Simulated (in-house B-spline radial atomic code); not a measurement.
Atomic self-consistent-field run: Ga3+. Method: Dirac-Kohn-Sham HSE06, spherical fractional occupations, Fermi nucleus of rms radius 3.9973 fm. Calculated with an all-electron radial atomic-structure program (B-spline basis).

Command:
```bash
python run_scf.py task.json out
```
Settings (nuclear radius in fm, mass in u):
```
Z                31
configuration    [Ar] 3d10
hamiltonian      dirac
method           hse06
spin_polarised   False
nucleus          fermi
rms_radius       3.9973
atomic_mass      68.92557
speed_of_light   137.035999084
```

Output (hartree, bohr):
```
 radial grid: 68 intervals, B-splines of order 8, outer radius 18.6486 bohr

 iter        energy (Eh)    residual
    1       -1936.160539    4.02e-01
    2       -1935.601420    5.48e-01
    3       -1941.877820    2.44e-02
    4       -1941.886181    1.30e-02
    5       -1941.888161    2.04e-03
    6       -1941.888192    6.56e-04
    7       -1941.888197    4.59e-04
    8       -1941.888203    6.99e-06
    9       -1941.888203    2.87e-08

 total energy                     -1941.88820
 kinetic                            1980.4041
 electron-nucleus                  -4651.3371
 Hartree                             803.8832
 exact exchange                      -17.9470
 exchange-correlation                -56.8914

 first-order corrections (not in the total)
   Gaunt                             0.9391
   retardation                      -0.0869
   frequency dependence             -0.0031
   self-energy                       0.6282
   Uehling                          -0.0589
   Wichmann-Kroll                    0.0005
   recoil                            0.0115

 orbital      occ     eigenvalue          <r>       <r^2>       <1/r>     <1/r^2>       r_max    small
 1s1/2      2.000      -379.1005    0.0485889  0.00317701     31.3069     2024.15     0.03178  1.26e-02
 2s1/2      2.000       -48.3261     0.217316   0.0557744     6.89386     203.782      0.1823  2.42e-03
 2p1/2      2.000       -42.8649     0.188258   0.0435363     6.84342     66.1508      0.1445  2.40e-03
 2p3/2      4.000       -41.8453     0.191747   0.0450354     6.66929     60.8731      0.1474  2.36e-03
 3s1/2      2.000        -6.9565       0.6515    0.489887     2.18867     31.3428      0.5649  5.42e-04
 3p1/2      2.000        -5.1755     0.671663    0.531433     2.05766     9.69834      0.5624  4.92e-04
 3p3/2      4.000        -5.0403     0.682059    0.547895     2.01661     8.93494      0.5706  4.80e-04
 3d3/2      4.000        -2.0479      0.78113    0.778906     1.67872     3.80277       0.534  3.53e-04
 3d5/2      6.000        -2.0301     0.786358    0.789427     1.66732     3.74715      0.5369  3.50e-04
```

Time taken, with all properties: 2.8 s on 1 thread of Arm Neoverse V1 (shared host).

For the Dirac Hamiltonian the kinetic term is c α·p + (β - 1)c².
